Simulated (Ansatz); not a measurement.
Geometry optimisation, RKS B3LYP/def2-SVP (Ansatz 0.2.0).

input.yaml

```yaml
crystal:
  periodic: [false, false, false]
  atoms:
    - { symbol: C, position_ang: [-0.7529, 1.3177, -0.3643] }
    - { symbol: C, position_ang: [-0.4659, 0.0676, 0.353] }
    - { symbol: Ge, position_ang: [1.2112, 0.2437, 1.2656] }
    - { symbol: Sn, position_ang: [-0.264, -1.544, -1.0467] }
    - { symbol: H, position_ang: [-0.8737, 2.1939, 0.3308] }
    - { symbol: H, position_ang: [-1.7778, 1.2719, -0.8955] }
    - { symbol: H, position_ang: [0.0083, 1.6012, -1.1238] }
    - { symbol: H, position_ang: [-1.2158, -0.1389, 1.0914] }
    - { symbol: H, position_ang: [1.59878, -1.10222, 2.03338] }
    - { symbol: H, position_ang: [1.16773, 1.40038, 2.29789] }
    - { symbol: H, position_ang: [2.36259, 0.53803, 0.23576] }
    - { symbol: H, position_ang: [0.0671, -3.0197, -0.1629] }
    - { symbol: H, position_ang: [0.872, -1.1827, -2.2246] }
    - { symbol: H, position_ang: [-1.8993, -1.7173, -1.8477] }
basis:
  gaussian: { orbitals: def2-SVP }
hamiltonian:
  xc: b3lyp
relax:
  f_tol: 0.015
  max_steps: 40
output:
  orbitals: {}
```

Run as:

```bash
$ ansatz run input.yaml --threads 2 --pin off --max-ram 3072MiB --backend cpu --events-out ev --progress --plain --runs-dir out
```

Question: Where does it end, and by what steps?

Answer: The run converged. After 5 steps the energy has fallen by 0.380 eV; H13 moved furthest, 0.17 Å.

```json
{"step": "0", "energy less start (eV)": "0.0000", "largest force component (eV/Å)": "2.215", "accepted": "yes"}
{"step": "1", "energy less start (eV)": "-0.2210", "largest force component (eV/Å)": "1.985", "accepted": "yes"}
{"step": "2", "energy less start (eV)": "-0.3589", "largest force component (eV/Å)": "0.490", "accepted": "yes"}
{"step": "3", "energy less start (eV)": "-0.3774", "largest force component (eV/Å)": "0.076", "accepted": "yes"}
{"step": "4", "energy less start (eV)": "-0.3793", "largest force component (eV/Å)": "0.026", "accepted": "yes"}
{"step": "5", "energy less start (eV)": "-0.3796", "largest force component (eV/Å)": "0.008", "accepted": "yes"}
```

```xyz
14
Properties=species:S:1:pos:R:3
C -0.811 1.384 -0.381
C -0.398 0.079 0.319
Ge 1.296 0.263 1.325
Sn -0.348 -1.610 -1.082
H -0.905 2.218 0.337
H -1.784 1.290 -0.892
H -0.074 1.698 -1.140
H -1.162 -0.205 1.063
H 1.619 -1.036 2.094
H 1.182 1.429 2.338
H 2.461 0.573 0.357
H -0.005 -3.083 -0.259
H 0.854 -1.336 -2.285
H -1.887 -1.732 -1.852
```

The run took 23 s on 2 threads of Intel(R) Xeon(R) 6975P-C (Granite Rapids) (shared host), peak memory 0.45 GiB.
